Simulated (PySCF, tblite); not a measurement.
Question: Write Cartesian coordinates for `P[P@H+]1CCc2ccccc21` as optimised with GFN2-xTB. (Charge +1.)

Answer: 
```
atom  x, y, z in Å
P1    -2.9449    1.0769   -1.4093
P2    -1.6547    0.6559    0.2753
C3    -1.7949   -1.0638    0.8854
C4    -0.5033   -1.7702    0.4269
C5     0.5678   -0.7391    0.2161
C6     1.9233   -1.0014    0.1137
C7     2.8107    0.0411   -0.1083
C8     2.3616    1.3485   -0.2375
C9     1.0113    1.6347   -0.1405
C10    0.1325    0.5863    0.0965
H11   -2.2380    2.2466   -1.7197
H12   -2.1487    0.2813   -2.2473
H13   -1.9981    1.5100    1.3117
H14   -2.6968   -1.5535    0.5148
H15   -1.8478   -1.0349    1.9772
H16   -0.1891   -2.5077    1.1657
H17   -0.6690   -2.3080   -0.5107
H18    2.2843   -2.0136    0.2113
H19    3.8665   -0.1676   -0.1802
H20    3.0662    2.1464   -0.4104
H21    0.6521    2.6492   -0.2310
```

Any rigid rotation of these coordinates is as good. Atoms count from 1 in this order. C5 (substituted aromatic carbon) is planar (angles 125.4°, 118.5° and 116.1°, sum 360.0°, 0.01 Å off the plane of its three neighbours). The C–C distances run from 1.384 Å (C8–C9, aromatic) to 1.542 Å (C3–C4, drawn single), a spread of 0.158 Å. P2 (phosphorus bonded to 2 C, P and H) has angles from 94.2° to 121.5°. The C–P distances run from 1.797 Å (P2–C10, drawn single) to 1.830 Å (P2–C3, drawn single), a spread of 0.033 Å.

Bonds between heavy atoms (Å): P1–P2 2.163, P2–C3 1.830, C3–C4 1.542, C4–C5 1.502, C5–C6 1.384, C6–C7 1.387, C7–C8 1.388, C8–C9 1.384, C9–C10 1.388, P2–C10 1.797, C5–C10 1.400.

Computed geometry: GFN2-xTB, gas phase.

Point group: C1 (no symmetry element, even within 0.4 Å). Its GFN2-xTB frequencies are all real (lowest 56 cm⁻¹). Torsions: H–P1–P2–C3 -164° and -71°, P1–P2–C3–C4 106°, P2–C3–C4–C5 24°, C3–C4–C5–C6 164°, P1–P2–C10–C9 70°. 2 starts were optimised and ended at 0.00 and 0.33 kcal/mol (GFN2-xTB); the lowest of these is shown.

One conformer stands for the species.
